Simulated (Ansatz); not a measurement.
Gas-phase electronic energies from Ansatz, PBE0-D4/def2-TZVP geometries. CBS: MP2 limit from def2 TZ/QZ plus the TZ coupled-cluster correction, frozen cores. This one scheme is used for every species, atoms too. For atomizations the MP2-based limit and the directly extrapolated one differ by several kJ/mol either way, and by 10 to 25 for some Ge, Se and Sn compounds, so smaller differences from it don't rank the levels. DFT in def2-TZVPP. No spin–orbit coupling; open shells (•) take unrestricted orbitals. Spin–orbit coupling would lower the free atoms: a little for Cl, F, Si. One conformer a species, not always the lowest.

`F[Si@@H](Cl)[Si@@H](F)Cl` → 2 Cl• + 2 F• + 2 H• + 2 Si•  (atomization)

`F[Si@@H](Cl)[Si@@H](F)Cl`:

Z-matrix (Å, degrees):
```
Si
Cl 1 2.042
Si 1 2.347 2 106.3
F 1 1.594 2 108.6 3 118.7
H 1 1.479 2 108.7 3 -123.9
F 3 1.594 1 110.4 2 173.2
Cl 3 2.042 1 106.3 2 -69.2
H 3 1.479 1 114.6 2 50.9
```

| level | ΔE (kJ/mol) |
| --- | --- |
| revPBE-D4 | 2788.8 |
| B97M-V | 2869.7 |
| r2SCAN0-D4 | 2800.5 |
| BHLYP | 2702.4 |
| CAM-B3LYP | 2809.0 |
| CCSD(T)/def2-TZVPP | 2756.3 |
| SCS-MP2/def2-QZVPP | 2874.9 |
| HF/CBS(def2) | 2144.8 |

Problem. What does CCSD(T)/CBS give? (An estimate is asked.)

Solution. The calculation gave: +2859.5 kJ/mol. The listed levels differ from it by -70.7, 10.2, -59.0, -157.1, -50.5, -103.2, 15.4, -714.7 kJ/mol.

Largest T1 diagnostic among the species: 0.012.

From r2SCAN to r2SCAN0 (25 % exact exchange), in def2-TZVPP and without D4, ΔE moves by −59.8 kJ/mol: exact exchange takes away binding that semilocal exchange gives to molecules. At CCSD(T), def2-SVP lies −293.8 kJ/mol from the extrapolated value and def2-TZVPP −103.2 kJ/mol: correlation converges slowly with the basis, and small sets miss more of it in the bonded molecule than in its fragments. Leaving LDA and LC-ωPBE aside and taking each functional with its dispersion term where it has one, the values, not all of them listed here, spread over 130.6 kJ/mol, from BHLYP-D4 to B97M-V. LDA lies +393.7 kJ/mol from PBE without D4, its usual overbinding.
